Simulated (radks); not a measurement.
Results of a calculation; reference values are marked as such.
Dispersion coefficients C6 (hartree bohr^6) between ground-configuration atoms and ions, from the Casimir-Polder integral (3/pi) of alpha_A(iw) alpha_B(iw). Code: a radial shooting solver on a logarithmic mesh with Libxc functionals. Model: scalar-relativistic Kohn-Sham, LDA (Slater exchange, Perdew-Wang correlation), spin-unpolarised, spherical densities, finite nucleus; Fermi nuclear charge, rms radius of each element as measured or else 0.836 A^(1/3) + 0.57 fm. Response by self-consistent Sternheimer equations with the Hartree and adiabatic LDA kernel, the relativistic mass of each level held fixed and spin-orbit coupling left out. For heavy and open-shell atoms this level of theory can miss by tens of per cent.

C6,Cu,Cu+,Cu2+,Cu3+,Cu4+,Cu5+,Cu6+
Cu,250.8,,,,,,
Cu+,76.69,27.94,,,,,
Cu2+,37.89,15.37,9.000,,,,
Cu3+,22.18,9.634,5.882,3.961,,,
Cu4+,14.58,6.622,4.159,2.860,2.097,,
Cu5+,10.46,4.889,3.127,2.182,1.617,1.256,
Cu6+,8.032,3.821,2.472,1.740,1.299,1.015,0.8221

Static polarisabilities (bohr^3): Cu ([Ar] 3d10 4s1) 39.20, Cu+ ([Ar] 3d10) 8.170, Cu2+ ([Ar] 3d9) 3.251, Cu3+ ([Ar] 3d8) 1.694, Cu4+ ([Ar] 3d7) 1.038, Cu5+ ([Ar] 3d6) 0.7132, Cu6+ ([Ar] 3d5) 0.5342. The combination rule 2 Ca Cb / ((alpha_b/alpha_a) Ca + (alpha_a/alpha_b) Cb) gives 3.190 for Cu+-Cu6+, against 3.821 from the integral.
